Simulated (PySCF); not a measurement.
## PbF2 at several levels of theory

Computed with PySCF 2.14.0 (density fitting, no spin-orbit coupling) at the geometry relaxed with PBE0:

```xyz
3
PbF2 (singlet)
Pb    0.0000    0.0000   -0.4882
F     1.5156    0.0000    0.8945
F    -1.5156    0.0000    0.8945
```

```csv
level,basis,state,HOMO (eV),gap (eV),charge on Pb1 (e),dipole about the centre of mass (D),largest force component (eV/Å)
PBE0,"Pb def2-SVP with ECP60, F def2-SVP",singlet,-8.68,6.04,0.96,4.79,0.04
CAM-B3LYP,the same,singlet,-9.98,8.23,0.94,4.79,0.25
PBE0,"Pb def2-TZVP with ECP60, F def2-TZVP",singlet,-9.05,6.21,1.04,5.10,0.44
```

Charges are Mulliken's, which hang on the basis. The relaxation used the grid (50, 194), these runs (75, 302) or, all-electron (x2c bases, spin-free X2C Hamiltonian), (99, 590).

Question: What does TPSS with Pb def2-SVP with ECP60, F def2-SVP give here?

Answer: state singlet, HOMO (eV) -7.24, gap (eV) 4.09, charge on Pb1 (e) 0.86, dipole about the centre of mass (D) 4.35, largest force component (eV/Å) 0.43. Time: 2 s on 2 threads of Arm Neoverse N1, with other jobs on the host, from an already converged density.

In the first row's basis the gap widens with exact exchange: 4.1 eV for TPSS (none); 6.0 eV for PBE0 (a fixed share); 8.2 eV for CAM-B3LYP (rising or full at long range).
